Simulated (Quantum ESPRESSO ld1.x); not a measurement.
The nuclear charge of the hafnium ion Hf2+ is varied continuously with 70 electrons held in [Xe] 4f14 5d2. Calculated with ld1.x of Quantum ESPRESSO 7.5: Dirac Kohn-Sham, BLYP, spin-unpolarised, spherical densities, point nucleus; open shells fill j = l - 1/2 first. By the Hellmann-Feynman theorem dE/dZ = E(electron-nucleus)/Z, the electronic potential at the nucleus.

| Z | E (hartree) | E(electron-nucleus)/Z (hartree) | HOMO | e(HOMO) (eV) | <r> HOMO (bohr) |
|---|---|---|---|---|---|
| 71 | -14581.65 | -510.606 | 5d3/2 | -6.913 | 2.622 |
| 71.1 | -14632.77 | -511.719 | 5d3/2 | -7.771 | 2.548 |
| 71.2 | -14684.00 | -512.832 | 5d3/2 | -8.665 | 2.481 |
| 71.3 | -14735.34 | -513.945 | 5d3/2 | -9.592 | 2.419 |
| 71.4 | -14786.79 | -515.058 | 5d3/2 | -10.552 | 2.363 |
| 71.5 | -14838.35 | -516.171 | 5d3/2 | -11.543 | 2.312 |
| 71.6 | -14890.02 | -517.285 | 5d3/2 | -12.563 | 2.264 |
| 71.7 | -14941.81 | -518.398 | 5d3/2 | -13.611 | 2.220 |
| 71.8 | -14993.70 | -519.512 | 5d3/2 | -14.687 | 2.179 |
| 71.9 | -15045.71 | -520.627 | 5d3/2 | -15.788 | 2.140 |
| 72 | -15097.83 | -521.741 | 5d3/2 | -16.915 | 2.104 |
| 72.1 | -15150.06 | -522.856 | 5d3/2 | -18.067 | 2.070 |
| 72.2 | -15202.40 | -523.972 | 5d3/2 | -19.242 | 2.038 |
| 72.3 | -15254.85 | -525.088 | 5d3/2 | -20.441 | 2.008 |
| 72.4 | -15307.42 | -526.205 | 5d3/2 | -21.662 | 1.979 |
| 72.5 | -15360.09 | -527.322 | 5d3/2 | -22.905 | 1.952 |
| 72.6 | -15412.88 | -528.440 | 5d3/2 | -24.169 | 1.926 |
| 72.7 | -15465.78 | -529.559 | 5d3/2 | -25.455 | 1.901 |
| 72.8 | -15518.79 | -530.678 | 5d3/2 | -26.761 | 1.877 |
| 72.9 | -15571.92 | -531.798 | 5d3/2 | -28.087 | 1.854 |
| 73 | -15625.15 | -532.918 | 5d3/2 | -29.433 | 1.833 |

The central difference of E at Z = 72 is -521.741 hartree, to compare with the third column; the second derivative is -11.2 hartree.
